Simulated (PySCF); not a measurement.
C3H5FSi, SMILES FC=C=C[SiH3].

The structure is a stationary point at PBE0-D3(BJ)/def2-SVP. The structure was generated by enumeration, and PubChem lists no compound with its InChIKey, so it may never have been made.

Two levels are set side by side: PBE/def2-TZVP (PySCF) and r2SCAN/def2-TZVP (PySCF). Same geometry, gas phase. Differences are taken from unrounded values.

```
quantity                       PBE
---------------------------  -----
orbital gap (eV)              3.99
highest occupied level (eV)  -6.03
lowest empty level (eV)      -2.05
dipole moment (D)             1.36
mean polarisability (bohr³)   68.8
```

**Question.** These are the PBE values. What does r2SCAN give? (The exact figures need the calculation; the answer reports its results.)

**Answer.** 
```csv
quantity,r2SCAN,PBE minus r2SCAN
orbital gap (eV),4.38,-0.40
highest occupied level (eV),-6.25,0.21
lowest empty level (eV),-1.86,-0.18
dipole moment (D),1.42,-0.06
mean polarisability (bohr³),67.2,1.5
```

Rough cost on one machine, each run with all the roots and properties that it gave: r2SCAN against PBE about 3 times.
